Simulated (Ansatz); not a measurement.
Geometry optimisation, RKS PBE-D4/def2-SVP (Ansatz 0.2.0).

input.yaml

```yaml
crystal:
  periodic: [false, false, false]
  atoms:
    - { symbol: W, position_ang: [-0.342567, 0.081068, -0.484835] }
    - { symbol: H, position_ang: [0.66793, 0.379506, 0.862281] }
    - { symbol: F, position_ang: [1.282131, 0.403626, -1.380352] }
    - { symbol: F, position_ang: [-0.641513, 1.927295, -0.372042] }
    - { symbol: F, position_ang: [-2.216969, -0.005009, -0.392325] }
    - { symbol: H, position_ang: [-0.513899, -0.979955, 0.820303] }
    - { symbol: F, position_ang: [-0.290162, -1.527281, -1.446044] }
    - { symbol: P, position_ang: [1.901703, 1.741161, 1.872524] }
    - { symbol: H, position_ang: [3.08021, 2.139047, 2.615684] }
    - { symbol: H, position_ang: [2.513739, 1.997986, 0.598003] }
    - { symbol: H, position_ang: [2.266498, 0.362356, 1.835804] }
basis:
  gaussian: { orbitals: def2-SVP }
hamiltonian:
  xc: pbe
  dispersion: d4
relax:
  f_tol: 0.03
  max_steps: 50
```

Run as:

```bash
$ ansatz run input.yaml --threads 4 --pin off --max-ram 5120MiB --backend cpu --events-out ev --progress --plain --runs-dir out
```

**Question.** Where does it end, and by what steps?

**Answer.** The forces met the threshold. The force dipped under the threshold on the way, but the program's further checks kept it going. After 24 steps the energy has fallen by 0.213 eV; H11 moved furthest, 0.93 Å.

| step | energy less start (eV) | largest force component (eV/Å) | accepted |
| --- | --- | --- | --- |
| 0 | 0.0000 | 0.454 | yes |
| 1 | -0.1207 | 0.136 | yes |
| 2 | -0.1696 | 0.100 | yes |
| 3 | -0.1908 | 0.185 | yes |
| 4 | -0.1627 | 0.824 | no |
| 5 | -0.1991 | 0.136 | yes |
| 6 | -0.2038 | 0.104 | yes |
| 7 | -0.2071 | 0.051 | yes |
| 8 | -0.2078 | 0.041 | yes |
| 9 | -0.2083 | 0.028 | yes |
| 10 | -0.2087 | 0.025 | yes |
| 11 | -0.2088 | 0.062 | yes |
| 12 | -0.2091 | 0.049 | yes |
| 13 | -0.2094 | 0.038 | yes |
| 14 | -0.2097 | 0.041 | yes |
| 15 | -0.2099 | 0.059 | yes |
| 16 | -0.2101 | 0.070 | yes |
| 17 | -0.2104 | 0.077 | yes |
| 18 | -0.2106 | 0.071 | yes |
| 19 | -0.2104 | 0.145 | no |
| 20 | -0.2111 | 0.053 | yes |
| 21 | -0.2115 | 0.115 | yes |
| 22 | -0.2118 | 0.077 | yes |
| 23 | -0.2122 | 0.006 | yes |
| 24 | -0.2126 | 0.023 | yes |

```xyz
11
Properties=species:S:1:pos:R:3
W -0.546 0.047 -0.560
H 0.098 0.783 0.825
F 1.193 0.419 -1.177
F -1.045 1.819 -0.928
F -2.371 -0.292 -0.843
H -0.899 -0.734 0.898
F -0.102 -1.705 -1.064
P 2.289 1.459 2.018
H 3.325 1.906 2.915
H 2.653 2.400 0.991
H 3.111 0.419 1.455
```

The run took 47 s on 4 threads of Arm Neoverse V1, on a shared host, peak memory 0.19 GiB.
